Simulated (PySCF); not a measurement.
B(CF3)(H)(OH) (CH2BF3O), SMILES OBC(F)(F)F.

Coordinates come from a PBE0-D3(BJ)/def2-SVP optimisation. This is a generated structure with no PubChem entry under its InChIKey; it may be hypothetical. One conformer was computed; it need not be the lowest.

Two levels are set side by side: PBE/def2-TZVP (PySCF) and ωB97X/def2-TZVP (PySCF). Same geometry, gas phase. Differences are taken from unrounded values.

| quantity | ωB97X |
|---|---|
| orbital gap (eV) | 13.24 |
| highest occupied level (eV) | -12.05 |
| lowest empty level (eV) | 1.18 |
| dipole moment (D) | 1.24 |
| mean polarisability (bohr³) | 31.0 |

What does PBE give, and how far is it from ωB97X? (An estimate is asked for; the answer gives what the named calculation found.)


```json
[
 {"quantity": "orbital gap (eV)", "PBE": "5.72", "PBE minus ωB97X": "-7.52"},
 {"quantity": "highest occupied level (eV)", "PBE": "-7.88", "PBE minus ωB97X": "4.17"},
 {"quantity": "lowest empty level (eV)", "PBE": "-2.16", "PBE minus ωB97X": "-3.34"},
 {"quantity": "dipole moment (D)", "PBE": "1.27", "PBE minus ωB97X": "0.03"},
 {"quantity": "mean polarisability (bohr³)", "PBE": "32.9", "PBE minus ωB97X": "1.9"}
]
```

Without exact exchange PBE keeps part of each electron's self-repulsion, which lifts occupied levels and narrows the gap. Loosely held outer electrons make PBE densities more polarisable. Differences between two approximate levels are no errors against the true value.

Rough cost on one machine, each run with all the roots and properties that it gave: ωB97X against PBE within a factor of 2.
